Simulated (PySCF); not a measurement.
BGeH$_{4}$NO (calculated)

Computed with PySCF 2.14.0. Calculation on a computer-drawn molecule: optimised geometry and harmonic frequencies of an isolated molecule of the commonest isotopes, restricted reference for singlets and unrestricted otherwise, frozen core in MP2; on germanium a core potential holds 10 electrons, which the energies leave out, and 3d is frozen in MP2 and coupled-cluster steps.

```yaml
- formula: BGeH4NO
  start_structure:
    atoms_angstrom:
      - [B, -3.4203, 1.8125, -0.8163]
      - [O, -2.3921, 2.0498, -0.0122]
      - [Ge, -1.1735, 2.3826, 1.1649]
      - ["N", 0.2539, 1.981, 0.1505]
      - [H, -3.8716, 0.6344, -0.9059]
      - [H, -3.7298, 2.5722, -1.5538]
      - [H, 0.1762, 1.68, -0.7261]
      - [H, 1.2, 2.0576, 0.5285]
  given:
    charge: 0
    multiplicity: 1
    method: HF
    basis: cc-pVDZ
    basis_and_core_potential_on_germanium: "cc-pVDZ-PP ECP10MDF"
    drawn_bonds_atom: [1, 2, 3, 1, 1, 4, 4]
    drawn_bonds_other_atom: [2, 3, 4, 5, 6, 7, 8]
    drawn_bonds_order: [1, 1, 1, 1, 1, 1, 1]
  results:
    optimised_atom_element: [B, O, Ge, "N", H, H, H, H]
    "optimised_atom_x [angstrom]": [-3.451, -2.14, -1.274, 0.3362, -4.215, -3.871, 0.4714, 1.187]
    "optimised_atom_y [angstrom]": [1.827, 1.944, 1.522, 2.007, 1.404, 2.149, 2.363, 1.953]
    "optimised_atom_z [angstrom]": [-0.8873, -0.6334, 0.9247, 0.282, -0.04687, -1.971, -0.6474, 0.8092]
    "modes_frequency [cm^-1]": [75.04, 173.7, 264.3, 290.5, 416.7, 544.8, 574.8, 740.0, 784.3, 1088, 1145, 1276, 1436, 1653, 2607, 2678, 3762, 3883]
    "modes_reduced_mass [dalton]": [2.695, 2.863, 1.213, 3.631, 1.217, 1.049, 6.729, 3.964, 1.415, 1.433, 1.381, 1.549, 2.586, 1.127, 1.058, 1.117, 1.049, 1.098]
    "rotational_constants [GHz]": [12.56, 3.345, 2.641]
    "total_energy [hartree]": -449.7846
    "convergence_status_largest_gradient_component [hartree/bohr]": 1.722e-05
```
